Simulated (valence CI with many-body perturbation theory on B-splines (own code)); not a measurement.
# E1 transitions of K XIV

Method: valence CI with perturbative core correlation (CI+MBPT): four valence electrons over a frozen Dirac-Fock core [He], a basis of 11 s, 11 p, 10 d, 8 f, 5 g, 2 h functions for each j, with the one-electron correlation potential Σ1 (screened to all orders), the two-electron term Σ2, the three-electron term Σ3, Breit, model QED; selected single and double excitations, second order for the rest, scaled by the run's own slope (own B-spline code, finite nucleus).

No measured spectrum was set against this ion. As an estimate, levels of excited configurations hold to 0.05 to 0.15 % of their energy, terms of the ground configuration to about 0.5 %. Among the levels kept, up to 940 cm⁻¹ of a level comes from second order outside the variational space, and about a tenth of that is noise between levels of different J, which matters for small intervals.

Lines 151 to 200 of 547 in falling wavelength, among levels below 574.69 eV, chosen from the strongest by gf and those to the six lowest levels. Wavelengths and rates use the calculated energies, so an error of 300 cm⁻¹ moves a line at 328.8 Å by 0.099 % and its rate by three times that or more. Electric multipoles are in the length gauge, E1 and E2 with the static RPA response of the core. Weak lines are less certain than strong ones. Lines between different terms over intervals too small for the method are left out, as are lines whose strength nearly cancels. The highest levels of a list are the least certain.

Names give the largest LS component (configuration and term), which can be under half, so a name can repeat, a term be missing and a line seem to break the LS rules; names also repeat where a configuration has a term twice. Letters in brackets count levels of one name in rising energy.

```
λ vac (Å)                Upper                Lower   A (s⁻¹)  log gf  Branch %
    328.8          2p3.3p 3F_3  2s.2p2.3p 3P°_2 [d]  8.79e+08   -1.00       0.2
    325.5         2p3.3s 3D°_3   2s.2p2.3s 3P_2 [b]  3.69e+09   -0.39       0.9
    318.3         2p3.3s 3D°_2   2s.2p2.3s 3P_1 [b]  2.48e+09   -0.72       0.6
    313.5         2p3.3s 1D°_2       2s.2p2.3s 1P_1  1.69e+09   -0.90       0.2
    283.9             2p4 3P_2         2s.2p3 3S°_1  3.94e+09   -0.62      11.3
    282.9             2p4 1D_2         2s.2p3 1P°_1  2.17e+09   -0.88      10.5
    274.0         2s.2p3 3D°_3         2s2.2p2 1D_2  8.72e+07   -2.16       2.2
    268.3             2p4 3P_1         2s.2p3 3S°_1  5.15e+09   -0.78      14.1
    255.3      2s.2p2.3p 1F°_3       2s2.2p.3p 1D_2  4.83e+09   -0.48       0.3
    253.3       2s.2p2.3d 1G_4      2s2.2p.3d 1F°_3  1.15e+09   -1.00       0.6
    253.1          2p3.3p 3D_3  2s.2p2.3p 3P°_2 [b]  1.46e+09   -1.01       0.2
    244.9         2p3.3s 3P°_1   2s.2p2.3s 3P_2 [b]  4.35e+09   -0.93       0.9
    243.6          2p3.3p 3D_1  2s.2p2.3p 3D°_1 [b]  4.86e+09   -0.89       0.6
    242.5   2s.2p2.3d 3F_4 [b]      2s2.2p.3d 3D°_3  1.29e+09   -0.99       0.0
    242.0         2p3.3s 3P°_2   2s.2p2.3s 3P_2 [b]  1.00e+10   -0.36       2.0
    240.8          2p3.3p 3D_2  2s.2p2.3p 3D°_2 [b]  4.90e+09   -0.67       0.8
    240.7         2p3.3s 3P°_0   2s.2p2.3s 3P_1 [b]  1.25e+10   -0.96       2.7
    240.6          2p3.3p 1P_1  2s.2p2.3p 1P°_1 [a]  5.11e+09   -0.88       0.6
    240.3          2p3.3p 3D_3  2s.2p2.3p 3D°_3 [b]  5.01e+09   -0.52       0.8
    239.5         2p3.3s 3P°_1   2s.2p2.3s 3P_1 [b]  5.43e+09   -0.85       1.1
    236.9   2s.2p2.3d 3D_3 [b]      2s2.2p.3d 3D°_3  1.93e+09   -0.95       0.0
    233.5       2s.2p2.3d 3G_5      2s2.2p.3d 3F°_4  1.56e+09   -0.85      65.3
    232.6       2s.2p2.3s 3D_3      2s2.2p.3s 3P°_2  5.09e+09   -0.54       0.6
    232.2         2s.2p3 3D°_2         2s2.2p2 3P_2  2.82e+08   -1.94       6.4
    231.4             2p4 1D_2         2s.2p3 1D°_2  1.75e+10   -0.15      84.5
    231.0         2s.2p3 3D°_3         2s2.2p2 3P_2  3.79e+09   -0.67      97.8
    229.7   2s.2p2.3d 3F_4 [b]      2s2.2p.3d 3F°_4  1.85e+09   -0.88       0.0
    229.7      2s.2p2.3p 3F°_4       2s2.2p.3p 3D_3  2.73e+09   -0.71      65.9
    227.6          2p3.3p 3D_3      2s.2p2.3p 3F°_3  2.21e+09   -0.92       0.3
    225.3       2s.2p2.3d 3G_4      2s2.2p.3d 3F°_3  1.64e+09   -0.95       1.5
    224.9          2p3.3p 3F_3      2s.2p2.3p 3F°_4  1.94e+09   -0.99       0.4
    224.4         2s.2p3 3D°_2         2s2.2p2 3P_1  4.10e+09   -0.81      93.3
    224.1         2s.2p3 3D°_1         2s2.2p2 3P_1  1.23e+09   -1.56      25.8
    224.0         2p3.3s 1D°_2       2s.2p2.3s 1D_2  1.41e+10   -0.28       1.7
    223.4          2p3.3p 3F_4      2s.2p2.3p 3F°_4  7.37e+09   -0.30       1.6
    222.7          2p3.3p 3F_3      2s.2p2.3p 3F°_3  3.97e+09   -0.68       0.8
    221.6      2s.2p2.3p 3F°_3       2s2.2p.3p 3D_2  2.87e+09   -0.83       8.0
    221.5          2p3.3p 3F_2      2s.2p2.3p 3F°_2  3.15e+09   -0.94       0.6
    221.1   2s.2p2.3d 3F_3 [b]      2s2.2p.3d 3F°_3  2.25e+09   -0.94       0.0
    220.6       2s.2p2.3s 3D_2      2s2.2p.3s 3P°_1  4.23e+09   -0.81       0.5
    220.1  2s.2p2.3p 3D°_3 [b]       2s2.2p.3p 3D_3  2.59e+09   -0.88       1.0
    219.2  2s.2p2.3p 1D°_2 [a]   2s2.2p.3p 3D_1 [b]  3.49e+09   -0.90       0.3
    217.6         2s.2p3 3D°_1         2s2.2p2 3P_0  3.48e+09   -1.13      73.3
    217.4         2p3.3s 3D°_1       2s.2p2.3s 3D_1  5.02e+09   -0.97       1.3
    217.3         2p3.3s 3D°_2       2s.2p2.3s 3D_2  4.56e+09   -0.79       1.2
    216.6         2p3.3s 3D°_3       2s.2p2.3s 3D_3  7.53e+09   -0.43       1.9
    215.0      2s.2p2.3p 3F°_2   2s2.2p.3p 3D_1 [a]  4.33e+09   -0.82       0.7
    212.5          2p3.3p 5P_2      2s.2p2.3p 5S°_2  2.89e+09   -1.01       0.5
    212.0  2s.2p2.3p 3D°_2 [b]       2s2.2p.3p 3D_2  3.20e+09   -0.97       1.8
    210.6          2p3.3p 5P_3      2s.2p2.3p 5S°_2  1.95e+09   -1.04       0.3
```
